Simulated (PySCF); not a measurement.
## Correlation energy of Sn (tin, neutral)

[Kr] 4d10 5s1 5p2 6s1, high-spin 5P determinant (an excited configuration). Calculation: PySCF 2.14, in aug-cc-pVQZ-DK3 (9s8p6d3f2g, 102 functions); the spin-free X2C one-electron Hamiltonian (Gaussian nucleus). Frozen: [Kr] 4d10; 4 electrons correlated.

| level | correlation energy (mhartree) |
| --- | --- |
| CCSD | -18.79 |
| (T) | -0.36 |
| CCSD(T) | -19.15 |

Diagnostics: T1 = 0.014, D1 = 0.0381, largest double amplitude 0.034.

The outer electron is Rydberg-like, and this basis confines it to a smaller radius and binds it less than a complete one would.

Cost of the coupled-cluster step: of the order of 13 core-seconds, for 4 correlated electrons.
